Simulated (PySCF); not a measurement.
PySCF input file for B(OH)(OMe)(SiH3) (CH7BO2Si), SMILES [SiH3]B(OC)O, B3LYP-D3(BJ)/def2-SVP. Geometry: B3LYP-D3(BJ)/def2-SVP. The structure was generated by enumeration, and PubChem lists no compound with its InChIKey, so it may never have been made. One conformer was computed; it need not be the lowest.

```python
import numpy as np
from pyscf import gto, scf, dft, df
from pyscf.hessian import thermo

mol = gto.M(
    atom='''
    B     0.64395210   -0.03389134   -0.00000000
    O     1.96886706    0.28614535   -0.00000000
    H     2.13417305    1.23515404    0.00000000
    O     0.36805567   -1.35986298    0.00000000
    C    -0.91533573   -1.93387321    0.00000000
    H    -1.03684983   -2.56821890   -0.89296594
    H    -1.03684984   -2.56821890    0.89296593
    H    -1.72200101   -1.17934785   -0.00000000
    Si   -0.80197747    1.42588451    0.00000000
    H    -1.68916765    1.35149432    1.20253995
    H    -1.68916765    1.35149432   -1.20253995
    H    -0.15558047    2.77769683    0.00000000
    ''',
    basis='def2-SVP',
    charge=0,
    spin=0,
    max_memory=1600,
    verbose=3,
)
mf = dft.RKS(mol, xc='b3lyp').density_fit(auxbasis='def2-universal-jkfit')
mf.disp = 'd3bj'
mf.grids.level = 3
mf.conv_tol = 1e-11
mf.max_cycle = 100
mf.kernel()

# [left out here: the lines that compute and print the analytic Hessian (its translational invariance restored by hand, since the grid's response is missing), thermochemistry and intensities]
```

Output:

```
converged SCF energy = -506.972020159344

WARN: DFTD3 does not support analytical Hessian, using finite difference


WARN: Mole.unit (angstrom) is changed to Bohr

Mode                                 0                   1                   2
Irrep
Freq [cm^-1]                       47.6870            103.4951            151.9720
Reduced mass [au]                   1.0532              1.1240              2.9098
Force const [Dyne/A]                0.0014              0.0071              0.0396
Char temp [K]                      68.6110            148.9063            218.6539
Normal mode                   x     y     z       x     y     z       x     y     z
       0   B                 0.00 -0.00 -0.01   -0.00 -0.00  0.01   -0.00 -0.00  0.02
       1   O                 0.00  0.00  0.00   -0.00 -0.00 -0.06   -0.00  0.00 -0.08
       2   H                -0.00  0.00  0.01   -0.00 -0.00 -0.05   -0.00  0.00 -0.13
       3   O                 0.00 -0.00 -0.05   -0.00 -0.00  0.05   -0.00 -0.00  0.16
       4   C                -0.00  0.00  0.02    0.00 -0.00  0.01    0.00 -0.00 -0.12
       5   H                 0.18 -0.44  0.31    0.00  0.06 -0.04    0.21 -0.02 -0.13
       6   H                -0.18  0.44  0.31   -0.00 -0.06 -0.04   -0.21  0.02 -0.13
       7   H                 0.00  0.00 -0.52   -0.00 -0.00  0.06   -0.00 -0.00 -0.32
       8  Si                -0.00 -0.00  0.02    0.00  0.00  0.00    0.00  0.00  0.01
       9   H                -0.05 -0.08 -0.02   -0.37 -0.29 -0.29    0.09  0.06  0.09
      10   H                 0.05  0.08 -0.02    0.37  0.29 -0.29   -0.09 -0.06  0.09
      11   H                -0.00 -0.00  0.12    0.00  0.00  0.51    0.00  0.00 -0.11
Mode                                 3                   4                   5
Irrep
Freq [cm^-1]                      170.6958            284.2253            351.7365
Reduced mass [au]                   3.0554              3.2692              1.7753
[...]
Reduced mass [au]                   1.0953              1.4646              1.0323
Force const [Dyne/A]                0.5760              0.7796              0.5501
Char temp [K]                    1359.3253           1367.5242           1368.3255
Normal mode                   x     y     z       x     y     z       x     y     z
       0   B                -0.02  0.04  0.00    0.03 -0.10  0.00    0.00 -0.00 -0.02
       1   O                -0.00  0.02  0.00    0.02 -0.04 -0.00    0.00 -0.00  0.00
       2   H                 0.34 -0.05  0.00   -0.65  0.09 -0.00   -0.00  0.00 -0.01
       3   O                 0.03 -0.02  0.00   -0.06  0.04 -0.00   -0.00  0.00  0.00
       4   C                -0.04 -0.02 -0.00    0.08  0.05  0.00    0.00  0.00 -0.00
       5   H                -0.05 -0.02 -0.00    0.13  0.03  0.01    0.00 -0.01  0.00
       6   H                -0.05 -0.02  0.00    0.13  0.03 -0.01   -0.00  0.01  0.00
       7   H                -0.01  0.00  0.00    0.02 -0.01 -0.00    0.00 -0.00  0.00
       8  Si                 0.02  0.02 -0.00   -0.00  0.02  0.00    0.00  0.00 -0.03
       9   H                -0.41 -0.24 -0.33   -0.16 -0.18 -0.13    0.09  0.45  0.08
      10   H                -0.41 -0.24  0.33   -0.16 -0.18  0.13   -0.09 -0.45  0.08
      11   H                 0.32 -0.14 -0.00    0.19 -0.07 -0.00    0.00 -0.00  0.73
Mode                                15                  16                  17
Irrep
Freq [cm^-1]                     1119.3772           1176.9391           1187.1967
Reduced mass [au]                   2.6974              1.4114              1.2886
Force const [Dyne/A]                1.9913              1.1519              1.0701
Char temp [K]                    1610.5346           1693.3533           1708.1117
Normal mode                   x     y     z       x     y     z       x     y     z
       0   B                -0.03  0.10  0.00    0.04 -0.06 -0.00    0.00 -0.00  0.01
       1   O                 0.03 -0.05  0.00   -0.04  0.01  0.00   -0.00  0.00 -0.00
       2   H                -0.53  0.06  0.00    0.14 -0.03  0.00    0.00 -0.00 -0.01
       3   O                 0.13  0.04 -0.00    0.05 -0.01 -0.00    0.00 -0.00  0.05
       4   C                -0.12 -0.05  0.00   -0.08  0.10  0.00   -0.00  0.00 -0.13
       5   H                -0.07 -0.04 -0.01    0.38 -0.08  0.07   -0.45 -0.32  0.16
       6   H                -0.07 -0.04  0.01    0.38 -0.08 -0.07    0.45  0.32  0.16
       7   H                -0.13 -0.06  0.00   -0.48 -0.33 -0.00   -0.00 -0.00  0.30
       8  Si                 0.01 -0.01 -0.00   -0.01  0.01  0.00   -0.00  0.00  0.00
       9   H                -0.03  0.04 -0.03    0.02 -0.01  0.02   -0.00 -0.00  0.00
      10   H                -0.03  0.04  0.03    0.02 -0.01 -0.02    0.00  0.00  0.00
      11   H                -0.00 -0.00 -0.00    0.02 -0.00  0.00    0.00  0.00 -0.00
Mode                                18                  19                  20
Irrep
Freq [cm^-1]                     1302.5735           1415.5781           1463.3901
Reduced mass [au]                   7.1845              2.7980              1.0380
Force const [Dyne/A]                7.1820              3.3035              1.3097
Char temp [K]                    1874.1132           2036.7017           2105.4926
Normal mode                   x     y     z       x     y     z       x     y     z
       0   B                -0.20  0.05 -0.00   -0.11 -0.15  0.00   -0.00 -0.00  0.00
       1   O                 0.12  0.02 -0.00    0.05  0.02  0.00    0.00  0.00  0.00
       2   H                -0.05  0.06  0.00    0.14  0.00  0.00    0.00 -0.00 -0.00
       3   O                -0.03 -0.09 -0.00    0.04  0.09  0.00    0.00  0.00  0.01
       4   C                 0.04  0.06  0.00   -0.08 -0.06 -0.00   -0.00  0.00  0.05
       5   H                 0.12 -0.03  0.05    0.20  0.15 -0.16   -0.46  0.19 -0.05
       6   H                 0.12 -0.03 -0.05    0.20  0.15  0.16    0.46 -0.19 -0.05
       7   H                -0.10 -0.08 -0.00    0.22  0.23  0.00    0.00  0.00 -0.69
       8  Si                 0.01 -0.01  0.00   -0.00  0.00  0.00   -0.00  0.00 -0.00
       9   H                -0.01  0.03 -0.02    0.02 -0.02  0.02    0.00  0.00 -0.00
      10   H                -0.01  0.03  0.02    0.02 -0.02 -0.02   -0.00 -0.00 -0.00
      11   H                -0.06  0.01  0.00   -0.02 -0.00 -0.00   -0.00 -0.00  0.01
Mode                                21                  22                  23
Irrep
Freq [cm^-1]                     1485.2526           1513.0513           2186.0010
Reduced mass [au]                   1.0457              1.5741              1.0378
Force const [Dyne/A]                1.3591              2.1231              2.9220
Char temp [K]                    2136.9478           2176.9440           3145.1687
Normal mode                   x     y     z       x     y     z       x     y     z
       0   B                 0.00  0.00  0.00    0.06  0.12  0.00   -0.00 -0.00  0.00
       1   O                 0.00  0.00  0.00   -0.02 -0.01  0.00    0.00 -0.00  0.00
       2   H                -0.00  0.00 -0.00   -0.09  0.00 -0.00    0.00  0.00 -0.00
       3   O                 0.00 -0.02  0.00   -0.04 -0.08  0.00    0.00 -0.00 -0.00
       4   C                 0.04 -0.03  0.00   -0.05 -0.03 -0.00    0.00  0.00  0.00
       5   H                -0.10  0.48 -0.33    0.42  0.15 -0.18    0.00 -0.00  0.00
       6   H                -0.10  0.48  0.33    0.42  0.15  0.18    0.00 -0.00 -0.00
       7   H                -0.33 -0.38 -0.00    0.24  0.28 -0.00    0.00  0.00  0.00
       8  Si                 0.00  0.00 -0.00    0.00 -0.00  0.00   -0.01 -0.03  0.00
       9   H                -0.00  0.00 -0.00   -0.00  0.01 -0.01   -0.04 -0.02  0.05
      10   H                -0.00  0.00  0.00   -0.00  0.01  0.01   -0.04 -0.02 -0.05
      11   H                 0.00  0.00  0.00    0.01 -0.00  0.00    0.42  0.88  0.00
Mode                                24                  25                  26
Irrep
Freq [cm^-1]                     2197.2332           2197.9137           3008.1555
Reduced mass [au]                   1.0497              1.0331              1.0339
Force const [Dyne/A]                2.9859              2.9405              5.5124
Char temp [K]                    3161.3294           3162.3085           4328.0661
Normal mode                   x     y     z       x     y     z       x     y     z
       0   B                 0.00  0.00  0.00   -0.00 -0.00  0.00    0.00  0.00 -0.00
       1   O                 0.00 -0.00 -0.00   -0.00  0.00 -0.00   -0.00 -0.00 -0.00
       2   H                -0.00  0.00  0.00    0.01 -0.00  0.00   -0.00 -0.00 -0.00
       3   O                -0.00 -0.00 -0.00    0.00  0.00 -0.00   -0.00 -0.00 -0.00
       4   C                 0.00  0.00 -0.00   -0.00 -0.00 -0.00   -0.05 -0.00  0.00
       5   H                 0.00 -0.00  0.00    0.00 -0.00 -0.00    0.04  0.27  0.38
       6   H                -0.00  0.00  0.00    0.00 -0.00  0.00    0.04  0.27 -0.38
       7   H                 0.00 -0.00  0.00   -0.00  0.00  0.00    0.51 -0.50  0.00
       8  Si                 0.00  0.00  0.04   -0.03 -0.00  0.00   -0.00 -0.00  0.00
       9   H                 0.42  0.04 -0.55    0.40  0.04 -0.56    0.00  0.00 -0.00
      10   H                -0.42 -0.04 -0.55    0.40  0.04  0.56    0.00  0.00  0.00
      11   H                -0.00 -0.00  0.01    0.02  0.07  0.00    0.00 -0.00 -0.00
Mode                                27                  28                  29
Irrep
Freq [cm^-1]                     3090.4391           3106.0565           3881.4721
Reduced mass [au]                   1.1028              1.1075              1.0668
Force const [Dyne/A]                6.2056              6.2953              9.4694
Char temp [K]                    4446.4539           4468.9237           5584.5741
Normal mode                   x     y     z       x     y     z       x     y     z
       0   B                 0.00  0.00 -0.00    0.00  0.00 -0.00    0.00 -0.00 -0.00
       1   O                -0.00  0.00 -0.00   -0.00  0.00 -0.00   -0.01 -0.06  0.00
       2   H                 0.00 -0.00 -0.00    0.00  0.00 -0.00    0.19  0.95  0.00
       3   O                -0.00 -0.00 -0.00   -0.00 -0.00  0.00    0.00  0.00  0.00
       4   C                 0.03 -0.08  0.00    0.00 -0.00 -0.09   -0.00 -0.00 -0.00
       5   H                 0.05  0.27  0.41    0.06  0.39  0.54    0.00  0.00  0.00
       6   H                 0.05  0.27 -0.41   -0.06 -0.39  0.54    0.00  0.00 -0.00
       7   H                -0.45  0.44  0.00   -0.00  0.00 -0.02    0.00 -0.00  0.00
       8  Si                 0.00  0.00  0.00    0.00 -0.00 -0.00    0.00  0.00 -0.00
       9   H                -0.00 -0.00  0.00   -0.00  0.00  0.00    0.00 -0.00 -0.00
      10   H                -0.00 -0.00 -0.00    0.00 -0.00  0.00    0.00 -0.00  0.00
      11   H                -0.00 -0.00 -0.00   -0.00 -0.00  0.00   -0.00 -0.00  0.00
temperature 298.1500 [K]
pressure 101325.00 [Pa]
Rotational constants [GHz] 4.35746 3.05067 1.85395
Symmetry number 1
Zero-point energy (ZPE) 0.08635 [Eh]   226710.726 [J/mol]
                           tot       elec      trans        rot        vib
Entropy [J/mol/K]       360.095      0.000    164.861    112.840     82.395
Cv [J/mol/K]            107.659      0.000     12.472     12.472     82.715
Cp [J/mol/K]            115.973      0.000     20.786     12.472     82.715
Internal energy [J/mol]                      3718.434   3718.434 239579.035
Internal energy [Eh]   -506.87794  -506.97202
Enthalpy [J/mol]                             6197.391   3718.434 239579.035
Enthalpy [Eh]          -506.87699
Gibbs free energy [J/mol]                  -42955.770 -29924.824 215013.081
Gibbs free energy [Eh] -506.91788
mode   freq/cm-1   IR/(km/mol)
   1       47.69         0.239
   2      103.50         0.000
   3      151.97         7.124
   4      170.70         3.245
   5      284.23         6.539
   6      351.74        36.079
   7      399.52         6.774
   8      533.35        71.778
   9      553.47         0.078
  10      582.52        52.632
  11      645.57         2.341
  12      901.92       215.453
  13      944.78        72.133
  14      950.48        27.456
  15      951.03        41.257
  16     1119.38       248.802
  17     1176.94        14.484
  18     1187.20         0.452
  19     1302.57       142.717
  20     1415.58       355.436
  21     1463.39         1.685
  22     1485.25        12.136
  23     1513.05        89.680
  24     2186.00       116.602
  25     2197.23       109.097
  26     2197.91        70.628
  27     3008.16        42.577
  28     3090.44        45.580
  29     3106.06        22.568
  30     3881.47        87.065
max |gradient| / (hartree/bohr): 6.021625452257726e-05
APT charges: [ 1.0274 -0.8056  0.3115 -0.959   0.55   -0.0351 -0.0351 -0.0419  0.7124
 -0.2362 -0.2362 -0.2523]
```

Self-consistency was reached.
